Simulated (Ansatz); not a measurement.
The first iterations of a band of C2H6GeO (10 atoms, charge 0, multiplicity 1).

All numbers below come from RKS PBE/def2-SVP (Ansatz 0.2.0).

* movable images: 1
* climbing image: no
* spring: 5.0 eV/Å²
* optimiser: quadratic models (default)
* start path: through a guess of the saddle point
* force threshold: 0.05 eV/Å
* iteration limit: 60
* end points: relaxed

First end point:

```xyz
10
Properties=species:S:1:pos:R:3
C 0.352 1.447 0.028
Ge -0.633 -0.175 -0.469
C 0.307 -1.704 0.472
O 1.120 -1.489 1.349
H -0.322 2.315 0.156
H 0.868 1.233 0.986
H 1.115 1.690 -0.736
H -2.103 -0.153 0.044
H -0.670 -0.443 -2.002
H 0.049 -2.772 0.176
```

Last end point:

```xyz
10
Properties=species:S:1:pos:R:3
C 0.324 1.453 0.063
Ge -0.705 -0.165 -0.355
C 0.420 -1.721 0.294
O 1.372 -1.537 1.026
H 0.928 1.767 -0.810
H -0.332 2.289 0.370
H 1.011 1.195 0.894
H -2.055 -0.221 0.419
H -1.019 -0.336 -1.870
H 0.137 -2.775 -0.029
```

| iteration | highest image above the first end (eV) | largest band force component (eV/Å) |
| --- | --- | --- |
| 1 | 0.449 | 4.420 |
| 2 | 0.250 | 2.652 |

Task: Does the band converge within its limit, and where does its top end?

Result: The run converged. It ended after 8 iterations with the highest image 0.056 eV above the first end. No image climbed, so the highest image needn't sit at the top of the path. Another band between the same ends, with other settings, climbed to 0.006 eV only, so this may not be the lowest route. So few images can step over the top or miss a turn of the path.

The run took 11 s on 2 threads of AMD EPYC 9R14 (Zen 4), with other jobs on the host, peak memory 0.16 GiB.
